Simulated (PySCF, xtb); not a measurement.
FH₄NO₂Si, SMILES N[Si](O)(O)F. Other conformers were not sampled.

Harmonic wavenumbers (cm⁻¹) from GFN2-xTB run with xtb at its own minimum, in rising order: 155, 195, 215, 256, 285, 300, 302, 325, 591, 746, 817, 828, 845, 898, 969, 996, 1517, 3496, 3527, 3664, 3695.

Problem. What does PBE-D3(BJ)/def2-SVP (PySCF) give at its own minimum? (Estimate from the structure and the level; the computed values follow.)

Solution. 129, 184, 217, 287, 331, 336, 350, 368, 406, 729, 784, 809, 815, 923, 943, 978, 1487, 3506, 3602, 3760, 3769. Paired by order, the mean absolute difference is 42 cm⁻¹ and the zero-point energies are 35.2 and 35.3 kcal/mol.
